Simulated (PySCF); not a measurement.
GeH4N2: core ionisation energies

Species: Ge(NH2)2.
Structure used (PBE0-D3(BJ)/def2-SVP), in Å, numbered top down from 1:
```xyz
7
GeH4N2 angstrom
Ge     0.012    0.884   -0.863
N      1.370    0.003   -0.020
H      2.338    0.208   -0.236
H      1.284   -0.722    0.686
N     -1.369    0.039   -0.021
H     -2.331    0.273   -0.234
H     -1.303   -0.686    0.688
```

Computed with delta-SCF UKS SCAN, pcX-2 on the ionised atom, pcseg-1 elsewhere, spin-free X2C (PySCF). Vertical ΔSCF values, vacuum level as zero.

Question: Give the core binding energies atom by atom.

Answer: 
```
atom(s)                    environment  level  binding energy (eV)  count
  N2/N5  nitrogen bonded to Ge and 2 H   N 1s               404.15      2
```

Question: Give the binding energy of N 1s of N2 (atom 2)/N5 in hartree and in kJ/mol.

Answer: 404.15 eV = 14.8522 Eh = 38995 kJ/mol.

The first atom of each set that the bonding makes equivalent was ionised and stands for the set. No level of germanium is listed. One conformer (not necessarily the lowest) at the PBE0-D3(BJ)/def2-SVP geometry, without solvent, vibrations or thermal averaging.
